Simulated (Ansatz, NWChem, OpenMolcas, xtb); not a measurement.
# AlI (iodoaluminum): methods side by side

The species is AlI (2 atoms), meant as a singlet with charge 0. As SMILES, `[Al][I]`. The bond length is the measured one.

| atom | x (Å) | y (Å) | z (Å) |
| --- | --- | --- | --- |
| Al | 0.0000 | 0.0000 | 0.0000 |
| I | 0.0000 | 0.0000 | 2.5371 |

Quantity: the HOMO–LUMO gap, in eV. The values are calculated.

```
                                 level                    kind     program  value (eV)   CPU time
                              GFN2-xTB          semi-empirical         xtb        2.61  under 2 s
       HF/def2-TZVPPD (core potential)            Hartree–Fock      Ansatz        9.22      3.1 s
    SVWN5/def2-TZVPPD (core potential)                     LDA  OpenMolcas        3.22       19 s
      PBE/def2-TZVPPD (core potential)                     GGA  OpenMolcas        3.24       23 s
   revPBE/def2-TZVPPD (core potential)                     GGA      NWChem        3.24       24 s
     TPSS/def2-TZVPPD (core potential)                meta-GGA  OpenMolcas        3.37       30 s
    B3LYP/def2-TZVPPD (core potential)           global hybrid      Ansatz        4.50      7.2 s
CAM-B3LYP/def2-TZVPPD (core potential)  range-separated hybrid      NWChem        6.92       85 s
 PBE-QIDH/def2-TZVPPD (core potential)           double hybrid      Ansatz        7.53      9.9 s
```

The values span 2.61 to 9.22 eV. Orbital gaps aren't excitation energies, and those of double hybrids come from the SCF part alone; they tend to grow with the share of exact exchange. CPU times are rough (shared hosts, several kinds of processor): they show what a rung costs within a factor of a few.
